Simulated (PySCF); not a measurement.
HAlClF, singlet, geometry from GFN2-xTB (such geometries of metal compounds can be far from the true shape).

Here is a job for PySCF.
```python
from pyscf import gto, scf, mp

mol = gto.M(
    atom='''
Al   -0.524645    0.166186   -0.424850
H    -1.681842   -0.289788   -1.272256
F    -0.270360    1.792390   -0.515309
Cl    0.643263   -1.058949    0.672534
''',
    basis='cc-pvdz',
    charge=0,
    spin=0,
    verbose=4,
    max_memory=1800,
)

mf = scf.RHF(mol)
mf.kernel()

pt = mp.MP2(mf, frozen=11)
pt.kernel()
print('E(MP2) = %.10f' % pt.e_tot)
```

Problem. Estimate the total energy that PySCF with MP2/cc-pVDZ returns for this input.

Solution. -801.9628 Eh

Problem. Give the SCF-reference dipole moment at the level MP2/cc-pVDZ.

Solution. 1.36 D
